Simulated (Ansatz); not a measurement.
Mulliken charges of ClFGeH₄Si (`F[SiH](Cl)[GeH3]`) from PBE/def2-TZVPP in Ansatz (PBE0-D4/def2-TZVP geometry).

```json
{"atom": "F1", "x (Å)": "1.701", "y (Å)": "-1.264", "z (Å)": "0.841", "charge (e)": "-0.259"}
{"atom": "Si2", "x (Å)": "1.136", "y (Å)": "0.096", "z (Å)": "0.225", "charge (e)": "0.513"}
{"atom": "Cl3", "x (Å)": "2.061", "y (Å)": "0.404", "z (Å)": "-1.575", "charge (e)": "-0.201"}
{"atom": "Ge4", "x (Å)": "-1.209", "y (Å)": "-0.096", "z (Å)": "-0.112", "charge (e)": "-0.004"}
{"atom": "H5", "x (Å)": "1.552", "y (Å)": "1.193", "z (Å)": "1.129", "charge (e)": "-0.068"}
{"atom": "H6", "x (Å)": "-1.916", "y (Å)": "-0.372", "z (Å)": "1.224", "charge (e)": "0.003"}
{"atom": "H7", "x (Å)": "-1.496", "y (Å)": "-1.240", "z (Å)": "-1.092", "charge (e)": "0.010"}
{"atom": "H8", "x (Å)": "-1.736", "y (Å)": "1.223", "z (Å)": "-0.696", "charge (e)": "0.006"}
```

Problem. By hand: the dipole of these point charges (1 e Å = 4.8032 D).

Solution. Σ q r = (-0.404, 0.209, 0.126) e Å, of length 0.472 e Å = 2.27 D.

Problem. How does the dipole of the full density compare? (Best estimate.)

Solution. The calculation gave: (-0.237, 0.146, 0.075) e Å, 1.38 D; the point charges give 1.64 times that, at 4° from its direction.

Point charges leave out the atoms' own dipoles, such as those of lone pairs, and Mulliken's split depends on the basis, so the two needn't agree.
